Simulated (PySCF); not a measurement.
Trend along the third period: MSn cations

PBE0 with double-zeta basis sets in PySCF, for the lowest determinant that a PBE0 search found; no spin–orbit coupling. De refers to high-spin ground-configuration atoms (the charge goes to the atom of lower measured ionisation energy or higher electron affinity, which is not always the lowest computed limit). A positive dipole points towards Sn; it is taken about the centre of mass and depends on that origin.

| M | basis | charged atom | state (unpaired electrons) | Re (Å) | ωe (cm⁻¹) | De (eV) | μ (D) |
| --- | --- | --- | --- | --- | --- | --- | --- |
| Na | def2-SVP | Na+ | triplet (σ ↑, π ↑) | 3.409 | 106 | 0.60 | -9.96 |
| Mg | x2c-SVPall | Sn+ | doublet (π ↑) | 2.950 | 195 | 1.84 | -7.02 |
| Al | x2c-SVPall | Al+ | triplet (σ ↑, π ↑) | 2.996 | 161 | 1.28 | -4.95 |
| Si | x2c-SVPall | Sn+ | quartet (σ ↑, π ↑↑) | 2.541 | 319 | 2.73 | -1.89 |
| P | def2-SVPD | Sn+ | triplet (π ↑↑) | 2.532 | 332 | 2.28 | 0.01 |
| S | def2-SVP | Sn+ | doublet (π ↑) | 2.397 | 387 | 3.08 | 1.51 |
| Cl | def2-SVP | Sn+ | singlet (closed shell) | 2.295 | 428 | 4.14 | 2.87 |

The shortest bond is that of SnCl⁺ (2.295 Å), the longest that of NaSn⁺ (3.409 Å). SnCl⁺ is bound most strongly (4.14 eV) and NaSn⁺ least (0.60 eV).

The rows differ in basis set, which adds steps of its own.

The state changes along the series, so neighbouring rows are not always alike in their bonding.

These are scalar-relativistic numbers at best; spin–orbit coupling would shift them, the dissociation energy most. For an ion De counts to the pair picked by the measured ionisation energies or electron affinities, which need not be the lowest pair at this level. States were picked by a PBE0 search and need not be the measured ground states.
